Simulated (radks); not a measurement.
Q: These are the eigenvalues of the occupied orbitals of an atom or ion with whole-number occupations (eV). Calculated with a radial shooting solver on a logarithmic mesh with Libxc functionals: scalar-relativistic Kohn-Sham, r2SCAN, spin-polarised, spherical densities, finite nucleus; meta-GGA in the generalised Kohn-Sham scheme; Fermi nuclear charge, rms radius of each element as measured or else 0.836 A^(1/3) + 0.57 fm.

orbital  eigenvalue
1s up     -84827.12
1s down   -84794.78
2s up     -20823.15
2s down   -20767.24
2p up     -19222.82

Which element is it, and in what charge state? The configuration may be excited. Open shells, if any, are filled with parallel spins first.

A: Z = 77, iridium, charge +72: Ir72+ in [He] 2s2 2p1. The list shows which subshells hold electrons but not how many an open one holds; the 1s level, -3117.3 hartree, gives Z - s = 79.0 by -(Z - s)^2/2, which with screening and relativity narrows Z to a few neighbours, and the depths of the outer levels then fix element, charge and occupations together.
